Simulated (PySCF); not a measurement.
# hexafluorophosphate: 4 charge schemes on one density

Hexafluorophosphate, PF6 (charge -1).
Geometry (PBE0-D3(BJ)/def2-SVP, Å), atoms numbered from 1 in this order:
```xyz
7
PF6 angstrom
F      0.5974    0.4114    1.4550
P      0.0058   -0.0026   -0.0071
F      1.4227   -0.7204   -0.3769
F     -1.4108    0.7156    0.3632
F      0.5563    1.4016   -0.6281
F     -0.5441   -1.4067    0.6147
F     -0.5873   -0.4167   -1.4686
```

Density: PBE0/pcSseg-1 (PySCF); schemes: Mulliken, IAO, Hirshfeld and ESP-fitted. Geometry: PBE0-D3(BJ)/def2-SVP; no solvent, vibrations or thermal averaging. The pcSseg-1 basis has no diffuse functions, a weakness for an anion.

Task: For which atoms does the sign change between the 4 schemes (beyond +0.03 e in one, beyond −0.03 e in another)?

Result: For none.

Task: At which atom do the 4 schemes differ most?

Result: At P2: from +0.472 (Hirshfeld) to +2.260 e (IAO), 1.788 e apart.

Task: Which atoms carry the highest charge in the Mulliken, IAO, Hirshfeld and ESP-fitted schemes?

Result: All schemes agree: Mulliken P2 (+1.660); IAO P2 (+2.260); Hirshfeld P2 (+0.472); ESP-fitted P2 (+1.100).

Task: What partial charge does each atom carry?

Result: In e:

| atom | environment | Mulliken | IAO | Hirshfeld | ESP-fitted |
| --- | --- | --- | --- | --- | --- |
| F1 | phosphorus-bound fluorine | -0.443 | -0.543 | -0.245 | -0.350 |
| P2 | phosphorus bonded to 6 F | +1.660 | +2.260 | +0.472 | +1.100 |
| F3 | phosphorus-bound fluorine | -0.443 | -0.543 | -0.245 | -0.350 |
| F4 | phosphorus-bound fluorine | -0.443 | -0.543 | -0.245 | -0.350 |
| F5 | phosphorus-bound fluorine | -0.444 | -0.543 | -0.245 | -0.350 |
| F6 | phosphorus-bound fluorine | -0.444 | -0.543 | -0.245 | -0.350 |
| F7 | phosphorus-bound fluorine | -0.443 | -0.543 | -0.245 | -0.350 |

Mean size of the charges over all atoms: IAO 0.789 e, Mulliken 0.617 e, ESP-fitted 0.457 e, Hirshfeld 0.278 e. Each set sums to the total charge, -1, to within 0.001 e. The IAO scheme projects the occupied orbitals on a minimal set of polarised atomic orbitals and counts the electrons in each atom's part of it. The ESP scheme fits charges at the nuclei, held to the total charge, to the electrostatic potential on points at 1.4 to 2.0 times the van der Waals radii.

Task: Sum the charges by element, for elements with more than one atom.

Result: 
```csv
element,atoms,Mulliken,IAO,Hirshfeld,ESP-fitted
F,6,-2.660,-3.260,-1.472,-2.100
```

Task: How many electrons does the Hirshfeld scheme count on F3?

Result: Z − q = 9 − (-0.245) = 9.245.

These values come from a run that also computed NMR shieldings. Hardware: an Arm Neoverse V2 with one thread, no GPU, shared host with 32 logical CPUs at a one-minute load of 20. Cost: 8.0 s of wall time, 0.60 GiB resident at most.
